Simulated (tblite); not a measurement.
Compound: C7H16NP.
SMILES with atom numbers: `[CH3:1][CH2:2][CH2:3][P@@:4]1(=[NH:5])[CH2:6][CH2:7][C@@H:8]1[CH3:9]` (hydrogens: H10, H11, H12 on C1; H13, H14 on C2; H15, H16 on C3; H17 on N5; H18, H19 on C6; H20, H21 on C7; H22 on C8; H23, H24, H25 on C9)

Computed geometry: GFN2-xTB, gas phase.

Question: List the bond lengths, angles and torsions at this level.

Answer: 
| bond | length (bohr) | order |
| --- | --- | --- |
| C1–C2 | 2.875 | single |
| C2–C3 | 2.888 | single |
| C3–P4 | 3.448 | single |
| P4=N5 | 2.941 | double |
| P4–C6 | 3.550 | single |
| C6–C7 | 2.908 | single |
| C7–C8 | 2.915 | single |
| C8–C9 | 2.870 | single |
| P4–C8 | 3.574 | single |
| C1–H10, C1–H11, C1–H12 | 2.054 | single |
| C2–H13 | 2.068 | single |
| C2–H14 | 2.068 | single |
| C3–H15 | 2.065 | single |
| C3–H16 | 2.067 | single |
| N5–H17 | 1.912 | single |
| C6–H18 | 2.058 | single |
| C6–H19 | 2.062 | single |
| C7–H20 | 2.059 | single |
| C7–H21 | 2.060 | single |
| C8–H22 | 2.064 | single |
| C9–H23, C9–H24, C9–H25 | 2.059 | single |

Bonds in one row agree within 0.02 bohr and their mean is given. Orders are formal, as drawn. A selection of angles:
| angle | degrees |
| --- | --- |
| C1–C2–C3 | 111.6 |
| C2–C3–P4 | 111.5 |
| C3–P4–N5 | 110.0 |
| C3–P4–C6 | 105.3 |
| C3–P4–C8 | 105.9 |
| N5–P4–C6 | 126.6 |
| N5–P4–C8 | 127.1 |
| C6–P4–C8 | 76.8 |
| P4–C6–C7 | 90.7 |
| C6–C7–C8 | 99.0 |
| C7–C8–C9 | 113.7 |
| P4–C8–C7 | 90.1 |
| P4–C8–C9 | 110.9 |
| H17–N5–P4 | 114.5 |

Dihedral angles: C1–C2–C3–P4 -82° (synclinal); C2–C3–P4–N5 61° (synclinal); C3–P4–C6–C7 91° (anticlinal); P4–C6–C7–C8 15° (synperiplanar); C6–C7–C8–C9 98° (anticlinal); C3–P4–C8–C7 -90°; H17–N5–P4–C3 -179° (antiperiplanar).

The C–C distances run from 1.519 Å (C8–C9, drawn single) to 1.543 Å (C7–C8, drawn single), a spread of 0.024 Å. Of the pairs four or more bonds apart, N5···H10 is among the closest relative to their van der Waals radii: 2.38 Å, 87 % of the sum of Bondi's values. The C–P distances run from 1.825 Å (C3–P4, drawn single) to 1.891 Å (P4–C8, drawn single), a spread of 0.066 Å. P4 (phosphorus bonded to 3 C and N) has angles from 76.8° to 127.1°. N5 (nitrogen bonded to P and H) is bent (angle 114.5°). The 4-membered ring P4–C6–C7–C8 has internal angles of 76.8° to 99.0° (sum 357°, against 360° for a flat polygon); it is puckered, 0.10 Å rms from its mean plane, widest ring torsion 15°.

Point group: C1 (no symmetry element, even within 0.4 Å). Its GFN2-xTB frequencies are all real (lowest 45 cm⁻¹). The numbers are those of one conformer. 3 starts were optimised and ended at 0.00, 1.55 and 1.97 kcal/mol (GFN2-xTB); the lowest of these is shown.
